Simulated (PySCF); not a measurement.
# Group charges in p-isopropenylanisole

Species: p-isopropenylanisole, C₁₀H₁₂O.
Atom-mapped SMILES: `[CH2:1]=[C:2]([CH3:3])[c:4]1[cH:5][cH:6][c:7]([O:8][CH3:9])[cH:10][cH:11]1` (hydrogens: H12, H13 on C1; H14, H15, H16 on C3; H17 on C5; H18 on C6; H19, H20, H21 on C9; H22 on C10; H23 on C11)

Cartesian coordinates in Å at the GFN2-xTB level; atoms count from 1:
```
atom  x, y, z in Å
C1    -3.0431   -0.9493    0.7619
C2    -2.3889    0.0229    0.1340
C3    -3.1241    1.1039   -0.6053
C4    -0.9197    0.1026    0.1394
C5    -0.1390   -1.0493    0.1348
C6     1.2430   -0.9923    0.1342
C7     1.8876    0.2391    0.1385
O8     3.2390    0.4195    0.1335
C9     4.0685   -0.7151    0.1016
C10    1.1164    1.4018    0.1401
C11   -0.2586    1.3322    0.1335
H12   -2.5365   -1.7106    1.3295
H13   -4.1188   -1.0049    0.7477
H14   -4.1641    0.8249   -0.7534
H15   -2.6633    1.2854   -1.5745
H16   -3.1006    2.0347   -0.0395
H17   -0.6197   -2.0158    0.1081
H18    1.8041   -1.9137    0.1249
H19    5.0889   -0.3348    0.0908
H20    3.8962   -1.3133   -0.7992
H21    3.9285   -1.3441    0.9868
H22    1.6251    2.3532    0.1426
H23   -0.8256    2.2501    0.1415
```

Atomic charges (e) from the PBE0/pcSseg-1 density (PySCF):

```json
{"atom": "C1", "Mulliken": "-0.0622", "IAO": "-0.3409", "Hirshfeld": "-0.1176", "ESP-fitted": "-0.6443"}
{"atom": "C2", "Mulliken": "-0.3518", "IAO": "+0.0269", "Hirshfeld": "+0.0112", "ESP-fitted": "+0.3449"}
{"atom": "C3", "Mulliken": "-0.1559", "IAO": "-0.4243", "Hirshfeld": "-0.1171", "ESP-fitted": "-0.5322"}
{"atom": "C4", "Mulliken": "-0.1482", "IAO": "-0.0257", "Hirshfeld": "-0.0116", "ESP-fitted": "-0.1029"}
{"atom": "C5", "Mulliken": "-0.0162", "IAO": "-0.1371", "Hirshfeld": "-0.0470", "ESP-fitted": "-0.1514"}
{"atom": "C6", "Mulliken": "-0.1353", "IAO": "-0.2198", "Hirshfeld": "-0.0789", "ESP-fitted": "-0.3105"}
{"atom": "C7", "Mulliken": "+0.2291", "IAO": "+0.2014", "Hirshfeld": "+0.0735", "ESP-fitted": "+0.4822"}
{"atom": "O8", "Mulliken": "-0.4914", "IAO": "-0.3277", "Hirshfeld": "-0.1092", "ESP-fitted": "-0.3381"}
{"atom": "C9", "Mulliken": "-0.0389", "IAO": "-0.2068", "Hirshfeld": "-0.0324", "ESP-fitted": "-0.1037"}
{"atom": "C10", "Mulliken": "-0.0824", "IAO": "-0.1810", "Hirshfeld": "-0.0700", "ESP-fitted": "-0.4332"}
{"atom": "C11", "Mulliken": "-0.0226", "IAO": "-0.1482", "Hirshfeld": "-0.0475", "ESP-fitted": "-0.0249"}
{"atom": "H12", "Mulliken": "+0.1082", "IAO": "+0.1441", "Hirshfeld": "+0.0389", "ESP-fitted": "+0.2113"}
{"atom": "H13", "Mulliken": "+0.0983", "IAO": "+0.1438", "Hirshfeld": "+0.0411", "ESP-fitted": "+0.2202"}
{"atom": "H14", "Mulliken": "+0.1193", "IAO": "+0.1484", "Hirshfeld": "+0.0467", "ESP-fitted": "+0.1585"}
{"atom": "H15", "Mulliken": "+0.1297", "IAO": "+0.1505", "Hirshfeld": "+0.0421", "ESP-fitted": "+0.1471"}
{"atom": "H16", "Mulliken": "+0.1351", "IAO": "+0.1479", "Hirshfeld": "+0.0450", "ESP-fitted": "+0.1433"}
{"atom": "H17", "Mulliken": "+0.0759", "IAO": "+0.1527", "Hirshfeld": "+0.0473", "ESP-fitted": "+0.1564"}
{"atom": "H18", "Mulliken": "+0.0932", "IAO": "+0.1497", "Hirshfeld": "+0.0434", "ESP-fitted": "+0.1606"}
{"atom": "H19", "Mulliken": "+0.1340", "IAO": "+0.1657", "Hirshfeld": "+0.0563", "ESP-fitted": "+0.1233"}
{"atom": "H20", "Mulliken": "+0.1097", "IAO": "+0.1340", "Hirshfeld": "+0.0437", "ESP-fitted": "+0.0815"}
{"atom": "H21", "Mulliken": "+0.1099", "IAO": "+0.1339", "Hirshfeld": "+0.0438", "ESP-fitted": "+0.0823"}
{"atom": "H22", "Mulliken": "+0.0923", "IAO": "+0.1624", "Hirshfeld": "+0.0491", "ESP-fitted": "+0.1925"}
{"atom": "H23", "Mulliken": "+0.0703", "IAO": "+0.1500", "Hirshfeld": "+0.0490", "ESP-fitted": "+0.1369"}
```

Task: Cut each of the bonds C1–C2, C2–C4, C3–C2, O8–C7 and C9–O8 in turn and sum the charges on the side of the atom named first.

Result: In e; the other side holds the opposite charge:

```csv
bond cut,piece,atoms,Mulliken,IAO,Hirshfeld,ESP-fitted
C1–C2,CH2,3,+0.144,-0.053,-0.038,-0.213
C2–C4,C3H5,8,+0.021,-0.004,-0.010,+0.049
C3–C2,CH3,4,+0.228,+0.022,+0.017,-0.083
O8–C7,CH3O,5,-0.177,-0.101,+0.002,-0.155
C9–O8,CH3,4,+0.315,+0.227,+0.111,+0.183
```

Extremes among these pieces. Mulliken: lowest CH3O at O8, highest CH3 at C9; IAO: lowest CH3O at O8, highest CH3 at C9; Hirshfeld: lowest CH2 at C1, highest CH3 at C9; ESP-fitted: lowest CH2 at C1, highest CH3 at C9.

Task: Do the schemes agree better on the pieces than on the single atoms at the cuts?

Result: The spread between schemes averages 0.222 e for the pieces and 0.450 e for the atoms named first; it is smaller for the piece at 4 of the 5 cuts. On average they agree better on the pieces. The sign differs between schemes (beyond ±0.03 e) for CH2 at C1 and CH3 at C3.

The structure is a single GFN2-xTB conformer in the gas phase; no vibrational or solvent corrections.
